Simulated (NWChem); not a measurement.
Two isomers of C3H8Si, each optimised at PBE0/def2-SVP with NWChem. Flexible species stand in one conformer each, which need not be the lowest. 

A: C[SiH2]C=C
B: C=CC[SiH3]

**Question.** Which is lower in energy, by how much, and how do their other properties compare?

**Answer.** A is lower by 6.4 kcal/mol in electronic energy; with zero-point energies, B − A = 5.8 kcal/mol.
```tsv
	A	B
highest occupied level (eV)	-7.77	-7.14
orbital gap (eV)	7.56	7.44
dipole (D)	0.75	0.52
highest harmonic frequency (cm⁻¹)	3233	3262
zero-point energy (kcal/mol)	60.2	59.6
```
